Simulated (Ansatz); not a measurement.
`C#C[SiH2][AlH][Cl]` + CH₃SH → `C[S][AlH][Cl]` + `C#C[SiH3]` at 500 K and 1 bar (cleavage of the Al–Si bond).

Gas-phase electronic energies from Ansatz, PBE0-D4/def2-TZVP geometries. CCSD(T)/CBS adds triple-zeta CCSD(T) − MP2 to the extrapolated MP2 energy (def2 sets, frozen cores). This one scheme is used for every species. Each species was taken in one conformer, which may not be the lowest.

```tsv
species	CCSD(T)/CBS energy (Eh)	H − E (kJ/mol)	S (J/(mol·K))
`C#C[SiH2][AlH][Cl]`	-1069.38528	167.8	454.6
CH₃SH	-438.22835	145.1	283.7
`C[S][AlH][Cl]`	-1140.13367	166.7	399.8
`C#C[SiH3]`	-367.52081	145.9	311.6
```

H − E and S are ideal-gas, rigid-rotor, harmonic terms from PBE0-D4/def2-TZVP, for one conformer and one mirror image of each species. 1 Eh = 2625.50 kJ/mol, R = 8.31446 J/(mol·K).

By hand: ΔE, ΔH, ΔS and ΔG.

ΔE = (-1140.13367) + (-367.52081) − (-1069.38528) − (-438.22835) = -0.04085 Eh = -107.3 kJ/mol. Δ(H − E) = 166.7 + 145.9 − 167.8 − 145.1 = -0.3, so ΔH = -107.6 kJ/mol. ΔS = 399.8 + 311.6 − 454.6 − 283.7 = -26.9 J/(mol·K). ΔG = -107.6 − 500 × (-26.9)/1000 = -94.1 kJ/mol.

By hand: the equilibrium constant, and the temperature at which ΔG would vanish if ΔH and ΔS stayed fixed.

log₁₀ K = −ΔG/(RT ln 10) = 9.8. ΔG = 0 at ΔH/ΔS = 4000 K, far beyond where these terms or the molecules hold.

ΔH outweighs TΔS. A doubt of 5 kJ/mol in ΔE shifts log₁₀ K by 0.5 here. Other conformers and mirror images would add mixing entropy, several J/(mol·K) or more a flexible species. Modes under 60 cm⁻¹, often nearly free rotors, make the harmonic entropy too high. These are equilibria of isolated gas molecules and say nothing of rates. Largest T1 diagnostic: 0.013 (customary marks: 0.02 for closed shells, 0.045 for open ones).
